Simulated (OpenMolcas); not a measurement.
# Pt2+: ligand-field states by method

Pt2+ with its 6 nearest fluoride ions at 2.11 Å, on the Cd site of idealised cubic KCdF3 (a = 4.302 Å, distance in the model lattice 2.151 Å). The rest of the host is ab initio model potentials to 7.6 Å, with orthogonalisation functions on the cations behind the ligands, and point charges beyond; the distance is set by hand and nothing relaxes. Ligand basis ANO-RCC-VDZP.
```
Pt    0.0000    0.0000    0.0000
F     2.1100    0.0000    0.0000
F     0.0000    2.1100    0.0000
F    -2.1100    0.0000    0.0000
F     0.0000   -2.1100    0.0000
F     0.0000    0.0000    2.1100
F     0.0000    0.0000   -2.1100
```

- Program: OpenMolcas 26.06
- Basis: ANO-RCC-VTZP [8s7p5d3f1g]
- Scalar Hamiltonian: DKH2, point nucleus
- Active space: 8 electrons in 5 orbitals (5d)
- State averaging: 2S+1 = 3 even, 10 roots; 2S+1 = 1 even, 15 roots
- Spin-orbit coupling: state interaction with AMFI integrals over the reference wave functions

I. CASSCF
II. SS-CASPT2, IPEA 0.25 Eh, imaginary shift 0.1 Eh (closed shells correlated: 5s 5p and the ligand valence shells)
III. SS-CASPT2, IPEA 0.5 Eh, imaginary shift 0.1 Eh (closed shells correlated: 5s 5p and the ligand valence shells)

Spin-free states (labels of O, the rotations of Oh) in cm-1, each column counted from its own energy of the first state listed:

| State | Degeneracy | I | II | III |
| --- | --- | --- | --- | --- |
| 3A2 | 1 | 0 | 0 | 0 |
| 1E | 2 | 12697 | 8340 | 8360 |
| 3T2 | 3 | 17997 | 20270 | 20040 |
| 1A1 | 1 | 22609 | 16830 | 17110 |
| 3T1 | 3 | 25763 | 26180 | 26410 |
| 1T2 | 3 | 30368 | 28760 | 28920 |
| 1T1 | 3 | 33819 | 31820 | 31550 |
| 3T1 | 3 | 40195 | 42190 | 42260 |
| 1E | 2 | 49834 | 50910 | 50550 |
| 1T2 | 3 | 50094 | 51010 | 50600 |
| 1A1 | 1 | 69485 | 65830 | 66100 |

From I to II, I's first state of the same spin (3T2) moves from 17997 to 20270 cm-1, by about +2300 cm-1.

From I to II, I's first state of another spin (1E) moves from 12697 to 8340 cm-1, by about -4400 cm-1.

I: A least-squares ligand-field fit to the states below 45000 cm-1, each weighted by its degeneracy and with a free common offset, gives 10Dq = 17902 cm-1, B = 800 cm-1 and C = 3174 cm-1 (C/B = 3.97), with an rms deviation of 72 cm-1. The same method and metal basis give the free ion B = 865 cm-1 (fit to its terms below 60000 cm-1, rms deviation 8 cm-1), so the nephelauxetic ratio is β = 800 / 865 = 0.92; it hangs on how both fits weigh the states, and computed free-ion B values tend to be too large, so β mixes covalency with correlation.

II: A least-squares ligand-field fit to the states below 45000 cm-1, each weighted by its degeneracy and with a free common offset, gives 10Dq = 20021 cm-1, B = 587 cm-1 and C = 2215 cm-1 (C/B = 3.77), with an rms deviation of 321 cm-1. The same method and metal basis give the free ion B = 677 cm-1 (fit to its terms below 60000 cm-1, rms deviation 447 cm-1), so the nephelauxetic ratio is β = 587 / 677 = 0.87; it hangs on how both fits weigh the states, and computed free-ion B values tend to be too large, so β mixes covalency with correlation.

III: A least-squares ligand-field fit to the states below 45000 cm-1, each weighted by its degeneracy and with a free common offset, gives 10Dq = 19961 cm-1, B = 611 cm-1 and C = 2144 cm-1 (C/B = 3.51), with an rms deviation of 259 cm-1. 

From I to II, 10Dq changes by +12 %, B by -27 % and C by -30 %.

χT at 300 K: I 1.70, II 1.63, III 1.64 cm3 K/mol.

The states above are spin-free; spin-orbit coupling is strong here and shifts and splits them by thousands of cm-1.

Roots that are degenerate in the reference are averaged as groups; the widest CASPT2 spread within a group is 400 cm-1 (the 3-fold group of multiplicity 1 near 28800 cm-1 above the lowest state of its run, II). Shifts and gaps below about the spread of the groups concerned are not significant. Over all roots computed the reference weight is 0.71 to 0.72 in II, 0.71 to 0.72 in III; a low but even weight reflects the number of correlated electrons. Real 4d8 and 5d8 ions are as a rule square planar and diamagnetic. Ligand-to-metal charge-transfer states are missing. With no ligand orbital active B as a rule stays too high, so bands that hang on it stand too high and its fall with covalency is understated. Without dynamic correlation the repulsion within the d shell is too large (B by tens of per cent), so at a given field states of lower spin stand too high (holds for I). With metal d orbitals alone the field can be off either way by tens of per cent (holds for I). With one d shell and no ligand orbital active, 10Dq can be off by a tenth or more (holds for II; III). No measured value stands beside these numbers; the geometry was set by hand and not optimised.
